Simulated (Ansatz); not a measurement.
Molecule: silicon monosulfide, SiS, net charge 0, singlet state. 
Structure (B3LYP-D3(BJ)/def2-TZVP (Ansatz, a program for electronic structure) minimum search):
```xyz
2

Si     0.0000     0.0000    -1.0336
S      0.0000     0.0000     0.9044
```
Charge 0, spin multiplicity 1.

Basis-set convergence of Hartree-Fock and CCSD(T) correlation energies (hartree) with Ansatz. Cores are frozen in the correlated levels unless marked. No spin-orbit coupling. Non-relativistic.

```
basis        functions       E(HF)  E(corr, CCSD(T))
-----------  ---------  ----------  ----------------
cc-pV(D+d)Z         46  -686.48654          -0.24059
cc-pV(T+d)Z         78  -686.50903          -0.29994
cc-pV(Q+d)Z        128  -686.51465          -0.31987
cc-pV(5+d)Z        200  -686.51561          -0.32684
```

Extrapolating the two largest sets (X = 4 and 5) as X^-3: E(corr) = (125·(-0.32684) - 64·(-0.31987))/61 = -0.3342 Eh, an estimate of the basis-set limit. The largest set recovers 97.8 % of it, the smallest 72.0 %.
